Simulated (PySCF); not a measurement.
## Dipole moment and polarisability of `NB(N)C1CC1`

Compound: C3H9BN2.
Numbering: `[NH2:1][B:2]([NH2:3])[CH:4]1[CH2:5][CH2:6]1` (hydrogens: H7, H8 on N1; H9, H10 on N3; H11 on C4; H12, H13 on C5; H14, H15 on C6)

Geometry (PBE0-D3(BJ)/def2-SVP, Å), atoms numbered from 1 in this order:
```xyz
15
C3H9BN2 angstrom
N      1.4997   -1.0995    0.5888
B      0.9769    0.0093   -0.1193
N      1.7615    1.1569   -0.3929
C     -0.5251   -0.0203   -0.6165
C     -1.5949    0.7139    0.1572
C     -1.5965   -0.7821    0.1154
H      0.9656   -1.9483    0.7013
H      2.4411   -1.1579    0.9501
H      1.3631    1.9795   -0.8203
H      2.7294    1.2655   -0.1259
H     -0.6516    0.0212   -1.7059
H     -2.3732    1.2459   -0.3979
H     -1.3092    1.2027    1.0939
H     -2.3785   -1.2793   -0.4656
H     -1.3193   -1.3163    1.0302
```

Level: CAM-B3LYP/def2-SVPD (PySCF), static field, nuclei fixed, core orbitals frozen in the response. The polarisability tensor in these axes (au):

```
x   71.12  1.08 -0.06
y    1.08 66.58 -4.16
z   -0.06 -4.16 56.55
```

Question: Give the principal values, the mean and the anisotropy Δα = √{½[(α1 − α2)² + (α2 − α3)² + (α1 − α3)²]}.

Answer: Principal values 55.04, 67.76 and 71.44 au; mean 64.75 au = 9.59 Å³ = 10.68 × 10⁻⁴⁰ C²·m²/J; Δα = 14.91 au (23 % of the mean).

Question: What is the dipole moment, and where does it point?

Answer: (1.10, 0.07, 0.21) D, 1.12 D in size, pointing from the negative to the positive side. Measured along this direction, the outermost atoms are H14 at the negative end and H10 at the positive end.

Question: What molar refraction does this α imply?

Answer: Lorentz–Lorenz: R = (4π/3)N_A α = 2.5225 cm³/(mol·Å³) × 9.59 Å³ = 24.2 cm³/mol, in the limit of long wavelengths.

Question: What would n − 1 = 2πNα be for an ideal gas of these molecules at 273.15 K and 1 atm, electronic part alone?

Answer: N = p/kT = 2.6868 × 10¹⁹ cm⁻³, so n − 1 = 2π × N × 9.59 × 10⁻²⁴ cm³ = 1620 × 10⁻⁶ at long wavelengths.

Question: Find the Langevin capture rate constant for H3+ (3.023 u) meeting this molecule (84.086 u), k = 2.342 × 10⁻⁹ cm³/s × √(α in Å³ / reduced mass in u).

Answer: The reduced mass is 2.92 u, so k = 4.25 × 10⁻⁹ cm³/s. The formula leaves out the permanent dipole, which adds to the capture rate.

Question: Traceless (Buckingham) quadrupole moment about the centre of nuclear charge: eigenvalues?

Answer: -7.55, 2.95, 4.61 D·Å. The values depend on the origin, since the dipole doesn't vanish. The electronic extent ⟨r²⟩ about the same centre is 654 bohr², a root-mean-square distance of 2.00 Å for the 46 electrons.

Geometry: PBE0-D3(BJ)/def2-SVP, one conformer, isolated molecule.
